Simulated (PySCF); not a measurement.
```xyz
5
charge 0 multiplicity 1, angstrom
Te    0.0000    0.0000   -0.9875
O     0.0000    1.5792   -1.8648
O     0.0000   -1.5792   -1.8648
I     2.1000    0.0000    0.7471
I    -2.1000    0.0000    0.7471
```

These are results of PySCF, PBE0, basis Te def2-SVP with ECP28, O def2-SVP, I def2-SVP with ECP28 (scalar-relativistic core potentials, no spin–orbit coupling, density fitting), not measurements.

This geometry of TeO₂I₂ is a stationary point at this level.

What is the point group?

C2v.

Is it a minimum?

Yes: all harmonic wavenumbers are real, though the softest, 60 cm⁻¹, leaves little margin.

Give the atomic charges and bond orders.


| atom | Mulliken | Löwdin | polar tensor | Mayer order to Te1 |
| --- | --- | --- | --- | --- |
| Te1 | 1.08 | 0.96 | 1.85 | – |
| O2,3 | -0.49 | -0.47 | -0.60 | 1.60 |
| I4,5 | -0.05 | -0.01 | -0.32 | 0.82 |

What is the atomisation energy, with and without zero-point energy?

829 kJ/mol without, 812 kJ/mol with.

This need not be the most stable arrangement of these atoms.
